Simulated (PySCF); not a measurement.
Computed properties of WO2FCl, SMILES [O]=[W](=[O])([F])[Cl], multiplicity 1

WO2FCl, SMILES [Cl][W]([F])(=[O])=[O], multiplicity 1. Geometry: B3LYP-D3(BJ)/def2-SVP. The multiplicity is an assumed one; no other spin state was optimised. The structure was generated by enumeration; whether it is a known compound was not checked. The def2 effective core potentials stand for the cores of W; spin–orbit coupling is left out. The values are those of a single conformer. All values are computed for the isolated molecule unless a solvent is named; none is compared with measurement here.

**Structure.** The optimised structure has Cs symmetry. All 9 harmonic modes at B3LYP-D3(BJ)/def2-SVP (PySCF) are real, so it is a minimum. With heavy atoms numbered as in [W:1](=[O:2])(=[O:3])([F:4])[Cl:5], the shortest bond between them is W1–O2 at 1.704 Å and the longest W1–Cl5 at 2.282 Å.

**Vibrations.** The strongest infrared lines (harmonic, unscaled, degenerate partners summed) lie at 1012 cm⁻¹ (165 km/mol, O 89 %, W 11 %), 711 cm⁻¹ (97 km/mol, F 89 %, W 11 %), 1048 cm⁻¹ (75 km/mol, O 94 %). The softest mode is at 144 cm⁻¹ and the zero-point energy is 6.2 kcal/mol.

**Electronic structure.** HF/def2-TZVP (PySCF) places the frontier levels at -13.65 and 0.30 eV, a gap of 13.95 eV, and gives a dipole moment of 2.30 D and a mean polarisability of 47.4 bohr³. PBE/def2-TZVP (PySCF) at the same geometry gives -8.15 and -3.81 eV, so its gap is 9.61 eV narrower. An orbital gap is neither the optical nor the fundamental gap.

**Excitations.** TDA-B3LYP/def2-SVPD (PySCF) has S1 at 4.87 eV (254 nm, f = 0.005, weak); the most intense of the 10 singlets computed lies at 6.28 eV (f = 0.02). T1 (TDA) is at 4.39 eV, 0.48 eV under S1. TDA-PBE/def2-SVPD (PySCF) puts S1 at 4.55 eV. No vertical singlet excitation falls in the visible range (under 3.1 eV).
